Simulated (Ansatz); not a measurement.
```yaml
crystal:
  periodic: [false, false, false]
  atoms:
    - {symbol: N, position_ang: [-1.377955, 0.265865, 1.321524]}
    - {symbol: C, position_ang: [-0.815705, -0.034439, 0.228822]}
    - {symbol: C, position_ang: [0.480601, 0.573850, -0.150318]}
    - {symbol: Te, position_ang: [2.057159, -0.905465, -0.057613]}
    - {symbol: H, position_ang: [-2.249427, -0.248742, 1.437110]}
    - {symbol: H, position_ang: [-1.226215, -0.759848, -0.485639]}
    - {symbol: H, position_ang: [0.753763, 1.368999, 0.540990]}
    - {symbol: H, position_ang: [0.489084, 0.944312, -1.174693]}
    - {symbol: H, position_ang: [1.977194, -1.250932, -1.677282]}
basis:
  gaussian: {orbitals: x2c-TZVPPall}
magnetization: {spin_polarized: true, initial_magnetization: 0}
hamiltonian: {xc: {name: wB97X-D}}
scf: {lower_state_search: off}
```

```sh
$ ansatz run in.yaml --threads 4 --pin off --events-out ev --progress --plain --max-ram 10444MiB
```

Output, abridged:

```
Error: YAML parse error: error: line 16 column 19: hamiltonian.xc: no functional is named "wB97X-D"; the names, which are not case-sensitive, are SVWN5, SPW92, PBE, PBE0, PBEsol, revPBE, revPBE0, RPBE, rPW86-PBE, HSE06, wPBEh, LC-wPBE, HISS, HF, BLYP, B3LYP, B3LYP5, BHLYP, CAM-B3LYP, r2SCAN, r2SCANh, r2SCAN0, r2SCAN50, m-r2SCAN, B97, wB97, wB97X, wB97X-V, B97M-V, wB97M-V, B2PLYP, B2GP-PLYP, PBE0-DH, PBE-QIDH
  --> <input>:16:19
   |
14 |   gaussian: {orbitals: x2c-TZVPPall}
15 | magnetization: {spin_polarized: true, initial_magnetization: 0}
16 | hamiltonian: {xc: {name: wB97X-D}}
   |                   ^ hamiltonian.xc: no functional is named "wB97X-D"; the names, which are not case-sensitive, are SVWN5, SPW92, PBE, PBE0, PBEsol, revPBE, revPBE0, RPBE, rPW86-PBE, HSE06, wPBEh, LC-wPBE, HISS, HF, BLYP, B3LYP, B3LYP5, BHLYP, CAM-B3LYP, r2SCAN, r2SCANh, r2SCAN0, r2SCAN50, m-r2SCAN, B97, wB97, wB97X, wB97X-V, B97M-V, wB97M-V, B2PLYP, B2GP-PLYP, PBE0-DH, PBE-QIDH
17 | scf: {lower_state_search: off}
   |
```

(1) Something in this input is off. What?

Answers

(1) The method's name isn't one that the program takes here. The program refused the input.

HSE06 is defined as in plane-wave codes.
